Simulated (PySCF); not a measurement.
## B⁺ (boron, charge +1) across methods

[He] 2s2, closed-shell 1S. Calculation: PySCF 2.14, in ANO-RCC-VTZP (4s3p2d1f, 30 functions); the spin-free X2C one-electron Hamiltonian (Gaussian nucleus).

```
   method  E (hartree)  mean ε 1s (eV)  mean ε 2s (eV)  Σ⟨r²⟩ (bohr²)   ⟨S²⟩
BHandHLYP     -24.3465         -208.93         -21.966          7.858  0.000
   r2SCAN     -24.3222         -196.65         -19.725          7.897  0.000
      LDA     -24.0441         -191.59         -19.406          7.913  0.000
  wB97X-V     -24.3493         -202.49         -23.330          7.867  0.000
      PBE     -24.2993         -193.46         -19.504          7.830  0.000
     PBE0     -24.3083         -200.95         -20.793          7.833  0.000
      UHF    -24.24428         -222.78         -23.783          7.960  0.000
  r2SCANh     -24.3235         -199.31         -20.196          7.892  0.000
    wB97X     -24.3467         -202.31         -23.308          7.894  0.000
```
